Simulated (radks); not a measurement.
Valence configurations of N2+ (all share [He]). Calculated with a radial shooting solver on a logarithmic mesh with Libxc functionals: scalar-relativistic Kohn-Sham, PBE, spin-polarised, spherical densities, finite nucleus; open shells are filled with parallel spins first; Fermi nuclear charge, rms radius 2.5582 fm. Energies are relative to 2s2 2p1; eigenvalues in eV for spin up.

valence	E (eV)	moment (Bohr magnetons)	e(2p)	e(2s)
2s2 2p1	0.000	1	-38.530	-50.163
2p3	18.187	3	-39.126	-
2s1 2p2	6.466	3	-39.477	-51.227
2s1.5 2p1.5	3.990	2	-39.125	-50.826
2s0.5 2p2.5	12.333	3	-39.303	-51.023

NIST lists [He] 2s2 2p1 as the ground configuration; this level of theory agrees among the configurations tried. The energies are those of spherical high-spin densities, not of single terms.
